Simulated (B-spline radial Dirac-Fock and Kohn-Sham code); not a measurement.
**Elastic and transport cross sections of hydrogen for electrons**

The computed values come from a radial finite-basis atomic code: relativistic (Dirac) partial waves in the static field of the Dirac-Fock atom with Furness-McCarthy exchange, without polarisation or absorption potentials. Below a few hundred eV the neglected polarisation potential matters, most of all at small angles. σ_tr1 and σ_tr2 weight the cross section with 1 − P₁ and 1 − P₂ of cos θ; "backward" is the share scattered beyond 90°.

```tsv
energy (eV)	σ (a₀²)	σ_tr1 (a₀²)	σ_tr2 (a₀²)	σ/σ_tr1	backward (%)
50	2.62	1.05	1.75	2.50	11
81.3	1.49	0.452	0.821	3.29	7.3
85.6	1.40	0.413	0.757	3.39	6.9
100	1.17	0.315	0.591	3.73	5.9
115	1.00	0.247	0.473	4.06	5.2
124	?	?	?	?	?
141	0.800	0.173	0.340	4.63	4.2
173	0.639	0.121	0.244	5.30	3.4
178	0.620	0.115	0.233	5.40	3.4
200	0.546	0.0935	0.192	5.84	3.0
274	0.390	0.0537	0.114	7.27	2.2
300	0.354	0.0457	0.0980	7.75	2.0
399	0.263	0.0276	0.0606	9.52	1.5
500	0.208	0.0185	0.0413	11.3	1.2
578	0.179	0.0143	0.0322	12.5	1.0
615	0.168	0.0128	0.0290	13.1	0.96
709	0.145	0.00989	0.0227	14.7	0.83
862	0.119	0.00697	0.0162	17.0	0.68
```

Question: Fill in the row for 124 eV.

Answer: σ = 0.922 a₀², σ_tr1 = 0.216 a₀², σ_tr2 = 0.419 a₀², σ/σ_tr1 = 4.26, backward 4.8 %. The ratio σ/σ_tr1 is roughly the number of elastic collisions that randomise the direction.
